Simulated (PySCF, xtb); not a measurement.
C2H6BF2N, SMILES CNB(F)CF. One conformer was computed; it need not be the lowest.

Harmonic wavenumbers (cm⁻¹) from GFN2-xTB (xtb 6.7.1) at its own minimum, in rising order: 80, 134, 154, 168, 238, 386, 407, 527, 677, 739, 812, 1017, 1069, 1090, 1112, 1185, 1187, 1285, 1324, 1412, 1435, 1474, 1476, 1527, 2940, 2955, 2965, 2982, 3048, 3451.

Problem. What does PBE-D3(BJ)/def2-SVP run with PySCF give at its own minimum? (Estimate from the structure and the level; the computed values follow.)

Solution. 105, 146, 152, 163, 241, 401, 454, 546, 658, 741, 854, 1026, 1060, 1093, 1104, 1186, 1193, 1294, 1368, 1399, 1409, 1420, 1427, 1553, 2940, 2947, 2984, 3011, 3079, 3514. Paired by order, the mean absolute difference is 20 cm⁻¹ and the zero-point energies are 56.1 and 56.4 kcal/mol.
